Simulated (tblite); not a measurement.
Species: C₇H₈O₃S.
SMILES with atom numbers: `[CH3:1][C:2]#[C:3][C:4]#[C:5][C@@H:6]([CH3:7])[S:8](=[O:9])(=[O:10])[OH:11]` (hydrogens: H12, H13, H14 on C1; H15 on C6; H16, H17, H18 on C7; H19 on O11)

Computed with GFN2-xTB (tblite), gas phase: L-BFGS steps from a force-field or distance-geometry start until the largest atomic force falls under 0.01 eV/Å.

At the end of the run (lengths in Å): S8=O9 1.424, S8–O11 1.631, S8=O10 1.432, C6–S8 1.825, C3–C4 1.357, C6–H15 1.090, C1–C2 1.440, O9–S8–O10 119.0°, C6–S8–O11 99.7°, C5–C6–S8 105.6°, O10–S8–O11 105.9°, C5–C6–S8–O9 -71°, H16–C7–C6–C5 58°, H15–C6–C7–H16 -172°.

Problem. These geometries were met on the way; a selection of coordinates is given. Order them by energy above the end point, lowest first.
A. S8=O9 1.430, S8–O11 1.628, S8=O10 1.426, C6–S8 1.857, C3–C4 1.356, C6–H15 1.093, C1–C2 1.439, O9–S8–O10 120.3°, C6–S8–O11 104.7°, C5–C6–S8 107.2°, O10–S8–O11 106.3°, C5–C6–S8–O9 -70°, H16–C7–C6–C5 101°, H15–C6–C7–H16 -132°
B. S8=O9 1.509, S8–O11 1.691, S8=O10 1.499, C6–S8 1.760, C3–C4 1.420, C6–H15 1.137, C1–C2 1.484, O9–S8–O10 107.2°, C6–S8–O11 109.8°, C5–C6–S8 111.1°, O10–S8–O11 111.2°, C5–C6–S8–O9 -62°, H16–C7–C6–C5 105°, H15–C6–C7–H16 -134°
C. S8=O9 1.439, S8–O11 1.662, S8=O10 1.435, C6–S8 1.862, C3–C4 1.381, C6–H15 1.092, C1–C2 1.460, O9–S8–O10 115.6°, C6–S8–O11 105.8°, C5–C6–S8 108.0°, O10–S8–O11 109.5°, C5–C6–S8–O9 -65°, H16–C7–C6–C5 102°, H15–C6–C7–H16 -132°
D. S8=O9 1.424, S8–O11 1.626, S8=O10 1.431, C6–S8 1.830, C3–C4 1.364, C6–H15 1.090, C1–C2 1.446, O9–S8–O10 120.3°, C6–S8–O11 102.0°, C5–C6–S8 106.4°, O10–S8–O11 107.0°, C5–C6–S8–O9 -71°, H16–C7–C6–C5 101°, H15–C6–C7–H16 -133°
E. S8=O9 1.397, S8–O11 1.710, S8=O10 1.416, C6–S8 1.862, C3–C4 1.364, C6–H15 1.097, C1–C2 1.455, O9–S8–O10 114.5°, C6–S8–O11 105.0°, C5–C6–S8 107.9°, O10–S8–O11 110.2°, C5–C6–S8–O9 -64°, H16–C7–C6–C5 103°, H15–C6–C7–H16 -132°

Solution. D (0.090 eV), A (0.149 eV), C (0.276 eV), E (0.543 eV), B (1.083 eV).

```
step  E above end (eV)  rms distance from the end, all atoms (Å)  largest force (eV/Å)  rms shift of all bonds from the end (Å)
  10             0.090                                     0.317                 0.237                                    0.004
   5             0.149                                     0.323                 1.156                                    0.009
   3             0.276                                     0.330                 1.102                                    0.015
   1             0.543                                     0.335                 3.081                                    0.026
   0             1.083                                     0.339                 6.575                                    0.042
```

Rows stand in the order of the answer.
